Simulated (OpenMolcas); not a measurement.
An atom or ion with 15 electrons was computed by SS-RASPT2, IPEA 0.25 Eh, imaginary shift 0.1 Eh with spin-orbit coupling (OpenMolcas, ANO-RCC-VTZP, DKH2). The lowest levels that the run gave, each within 12 % of the measured value where one is at hand:

```json
{"J": "3/2", "Parity": "odd", "E (eV)": "0.0000", "g": "2.002"}
{"J": "3/2", "Parity": "odd", "E (eV)": "2.338", "g": "0.802"}
{"J": "5/2", "Parity": "odd", "E (eV)": "2.344", "g": "1.200"}
{"J": "1/2", "Parity": "odd", "E (eV)": "3.843", "g": "0.666"}
{"J": "3/2", "Parity": "odd", "E (eV)": "3.849", "g": "1.332"}
{"J": "5/2", "Parity": "even", "E (eV)": "12.261", "g": "1.601"}
{"J": "3/2", "Parity": "even", "E (eV)": "12.330", "g": "1.735"}
{"J": "1/2", "Parity": "even", "E (eV)": "12.371", "g": "2.670"}
{"J": "3/2", "Parity": "even", "E (eV)": "15.525", "g": "0.800"}
{"J": "5/2", "Parity": "even", "E (eV)": "15.527", "g": "1.201"}
```

**Question.** Which ion is it, and what are the configurations and terms?

**Answer.** Cl III (Z = 17, charge +2; active space 5 electrons in 9 orbitals (RAS2 3s 3p; RAS3 3d, at most 2 electrons)). J, parity and g give the terms where levels are pure, and mixed ones are named by the computed weights; the size of the splittings, set against known spectra of the 15-electron sequence, gives the charge. In order, with the measured energies in eV (Moore, Atomic Energy Levels, vol. I, NSRDS-NBS 35 (1971 reprint of NBS Circular 467, 1949)): 3s2 3p3 4S* 3/2, 3s2 3p3 2D* 3/2 (2.2383), 3s2 3p3 2D* 5/2 (2.2466), 3s2 3p3 2P* 1/2 (3.6962), 3s2 3p3 2P* 3/2 (3.7080), 3s 3p4 4P 5/2 (12.2149), 3s 3p4 4P 3/2 (12.2906), 3s 3p4 4P 1/2 (12.3333), 3s 3p4 2D 3/2, 3s 3p4 2D 5/2.

CASPT2 does not keep the components of a term degenerate, so their means are used; among the terms shown or strongly mixed into the levels shown the widest spread is 47 cm-1 (3s 3p4 2D). The run also gave levels led by 3s2 3p2 3d, which use shells meant for correlation; these and all levels above them are left out. Some terms mix strongly with configurations of 3d, whose occupation reaches 0.30 (3s 3p4 4P, 3s 3p4 2D). Computed and measured levels are paired by configuration, term and J; levels that our copy of the source lacks, or whose pairing is in doubt (as where it misses far off the trend of its configuration), stay unpaired and out of the deviations. Only configurations of the active space appear.

* marks odd parity.
